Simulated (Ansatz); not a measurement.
Cartesian coordinates in Å:
```
Si -0.482 -0.872 1.164
Si -0.137 0.051 -0.940
Cl -0.677 -1.243 -2.441
P 1.633 1.331 -1.374
Te -0.650 2.428 -1.225
H 0.022 0.108 2.158
H 0.257 -2.155 1.287
H -1.934 -1.113 1.364
H 1.967 1.464 0.006
```

The species carries charge 0 and has multiplicity 1. Te takes the def2 core potential.

Problem. List the r2SCAN/def2-TZVPP orbital energies in eV (Ansatz 0.2.0). (Estimate.)

Solution. Ansatz gave: Occupied: -2753.66, -2089.15, -1792.66, -1791.43, -255.05, -193.59, -193.45, -193.44, -176.53, -168.88, -142.97, -141.92, -126.05, -125.97, -125.93, -118.06, -117.95, -117.75, -97.86, -97.84, -97.79, -96.79, -96.76, -96.76, -41.89, -41.89, -41.70, -41.61, -41.58, -21.79, -18.08, -14.80, -14.54, -12.47, -10.09, -9.81, -9.45, -9.35, -8.97, -8.68, -7.76, -7.29, -6.66, -5.74. Lowest empty: -2.44, -1.74, -1.33, -1.08, -0.31, 0.60, 0.76, 0.84.
